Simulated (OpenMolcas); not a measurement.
Computed levels of 2s² 2p² in ions with 6 electrons, in cm-1 above ³P₀.

```yaml
Program: OpenMolcas 26.06
Method: CASSCF
Basis: ANO-R3
Scalar_Hamiltonian: X2C, finite nucleus
Spin-orbit_coupling: state interaction with AMFI integrals over the reference wave functions, term energies averaged over their components
```

Active space for each ion: 2 electrons in 3 orbitals (2p).

```tsv
Level	N+	F3+	Ne4+
³P₁	47.1	220	399
³P₂	140	647	1160
¹D₂	17793	27831	32970
¹S₀	43844	68461	80790
```

Problem. Estimate ³P₂, ¹D₂, ¹S₀ for O2+ from its neighbours N+ and F3+.

Solution. ³P₂ is fine structure, which grows about as the fourth power of a screened charge, so the fourth roots are averaged: ((140^0.25 + 647^0.25) / 2)^4 = 324. The calculation gives 326, so the estimate is off by -0.6 %.
¹D₂ is another term, which grows about linearly with the charge: (17793 + 27831) / 2 = 22812. The calculation gives 22805, so the estimate is off by 0 %; the measured value is 20273 (Moore, Selected Tables of Atomic Spectra, NSRDS-NBS 3, section 11).
¹S₀ is another term, which grows about linearly with the charge: (43844 + 68461) / 2 = 56152. The calculation gives 56214, so the estimate is off by -0.1 %; the measured value is 43186 (Moore, Selected Tables of Atomic Spectra, NSRDS-NBS 3, section 11).

With the s shell closed, the reference lacks s² → p² mixing. Without dynamic correlation excited terms often stand tens of per cent too high (terms of higher spin than the ground term too low), and those without a measured partner can miss by more than the paired ones (holds for N+). Measured partners are found by configuration, term and J. A level has none where our copy of the source lacks it or the pairing is in doubt (some pairs that miss far off the trend of their configuration count as doubtful), and it then counts in no deviation. Levels of configurations outside the active space are missing.
